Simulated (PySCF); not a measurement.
Al(F)(OMe)(NH2) (CH5AlFNO), SMILES C[O][Al]([NH2])[F]. Atoms are numbered in the order given.

```xyz
10

Al    -0.0423    -0.5011     0.0000
F     -1.6873    -0.7553     0.0000
O      0.5826     1.0639     0.0000
C      0.1494     2.3903     0.0000
H      0.5301     2.9235     0.8903
H     -0.9535     2.4827     0.0000
H      0.5301     2.9235    -0.8903
N      1.0394    -1.8843     0.0000
H      0.7438    -2.8542     0.0000
H      2.0518    -1.8258     0.0000
```

Coordinates come from a r2SCAN-D4/def2-SVP optimisation. The structure was generated by enumeration; whether it is a known compound was not checked. The values are those of a single conformer.

Calculation: PBE/def2-TZVP (PySCF).

Gas-phase values at a fixed geometry.

### Question
Estimate the frontier levels, gap, dipole moment and polarisability. (The exact figures need the calculation; the answer reports its results.)

### Answer

The highest occupied level comes out as -6.09 eV and the lowest empty level is -1.17 eV. The orbital gap is 4.91 eV and the dipole moment is 1.42 D. The quadrupole, principal values (traceless, Buckingham form, about the centre of nuclear charge) is -7.89, -0.54, 8.43 D·Å. The mean static polarisability comes out as 47.7 bohr³ (7.07 Å³) and the polarisability, principal values is 41.5, 43.8, 57.9 bohr³.
